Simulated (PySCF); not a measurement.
# GaH₂⁺ + 2 F₂ → GaF₂⁺ + 2 HF

Level: PBE0 in the def2-TZVP basis family, all electrons, no relativity, computed in PySCF with density fitting; open shells unrestricted.

```json
{"species": "GaH₂⁺", "state and structure": "singlet, D∞h, Ga–H 1.528 Å (×2)", "E (Eh)": "-1925.47306", "ZPE (kJ/mol)": "33.7", "H(298 K) − H(0) (kJ/mol)": "9.3", "S° (J/(mol K))": "201.1"}
{"species": "F₂", "state and structure": "singlet, D∞h, F–F 1.376 Å", "E (Eh)": "-199.40856", "ZPE (kJ/mol)": "6.6", "H(298 K) − H(0) (kJ/mol)": "8.7", "S° (J/(mol K))": "201.9"}
{"species": "GaF₂⁺", "state and structure": "singlet, D∞h, Ga–F 1.661 Å (×2)", "E (Eh)": "-2123.89897", "ZPE (kJ/mol)": "12.0", "H(298 K) − H(0) (kJ/mol)": "12.3", "S° (J/(mol K))": "251.2"}
{"species": "HF", "state and structure": "singlet, C∞v, H–F 0.920 Å", "E (Eh)": "-100.39188", "ZPE (kJ/mol)": "24.9", "H(298 K) − H(0) (kJ/mol)": "8.7", "S° (J/(mol K))": "173.6"}
```

**Question.** What is the electronic reaction energy?

**Answer.** At PBE0/def2-TZVP, ΔE = -1030.6 kJ/mol from the differences of the total energies times 2625.5, downhill. 

**Question.** Add zero-point, thermal and entropy terms for 298.15 K and 1 bar.

**Answer.** ΔZPE = 14.9 and Δ[H(298) − H(0)] = 3.0 kJ/mol give ΔH° = -1012.7 kJ/mol. ΔS° = -6.5 J/(mol K), so ΔG° = -1012.7 − 298.15 × (-0.0065) = -1011 kJ/mol.

The structures come from searches over a few start shapes, so lower isomers are not excluded.
